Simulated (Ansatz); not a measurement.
`NC([SiH3])S` + `O[SiH2][SeH]` → `O[SiH2][Se][SiH3]` + `NCS`  (ligand exchange at the Si–C bond)

Calculated with Ansatz (gas phase, PBE0-D4/def2-TZVP geometries, no zero-point term in ΔE). CCSD(T)/CBS is the MP2 limit (def2-TZVPP, def2-QZVPP) plus CCSD(T) − MP2 in def2-TZVPP, frozen cores. For Se outer-core shells are correlated without core-valence functions, which leaves a few kJ/mol of doubt a bond. Scalar relativity is left out up to krypton. Each species was taken in one conformer, which may not be the lowest.

```tsv
species	CCSD(T)/CBS(def2) energy (Eh)
`NC([SiH3])S`	-783.80261
`O[SiH2][SeH]`	-2767.43299
`O[SiH2][Se][SiH3]`	-3057.73876
`NCS`	-493.52417
```

(1) Work out ΔE.

Largest T1 diagnostic among the species: 0.011.

## Answers

(1) ΔE = (-3057.73876) + (-493.52417) − (-783.80261) − (-2767.43299) = -0.02733 Eh = -71.8 kJ/mol.

From PBE to PBE0 (25 % exact exchange), in def2-TZVPP and without D4, ΔE moves by −3.4 kJ/mol. In def2-TZVPP, CCSD(T) changes the Hartree–Fock value by +10.0 kJ/mol (the triples alone add +1.1 kJ/mol) and MP2 by +6.6 kJ/mol.
